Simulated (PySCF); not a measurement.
## Dipole response of C²⁺ (carbon, charge +2)

[He] 2s2, closed-shell 1S. All numbers are calculated (PySCF 2.14, the non-relativistic Hamiltonian (point nucleus), in def2-TZVPPD (6s3p3d1f, 37 functions)). Coupled (time-dependent) response in atomic units; α is the mean over directions.

| method | mean α (bohr³) | C₆ (like pair) | S(−4) |
| --- | --- | --- | --- |
| UHF | 4.497 | 7.073 | 23.03 |
| PBE | 4.220 | 6.482 | 20.07 |
| PBE0 | 4.276 | 6.603 | 20.63 |
| B3LYP | 4.311 | 6.623 | 21.42 |
| M06-L | 4.037 | 6.371 | 16.48 |

S(−4) is the Cauchy moment in α(ω) = α(0) + S(−4) ω² + …

α(iu) at PBE:

| u (hartree) | α(iu) (bohr³) |
| --- | --- |
| 0 | 4.220 |
| 0.0500 | 4.170 |
| 0.100 | 4.029 |
| 0.200 | 3.553 |
| 0.300 | 2.982 |
| 0.500 | 2.007 |
| 0.750 | 1.272 |
| 1.00 | 0.8709 |
| 1.50 | 0.4847 |
| 2.00 | 0.3104 |
| 3.00 | 0.1595 |
| 5.00 | 0.06599 |

For an ion, C₆ is the dispersion term alone; charge-induced terms of lower order in 1/R come first.
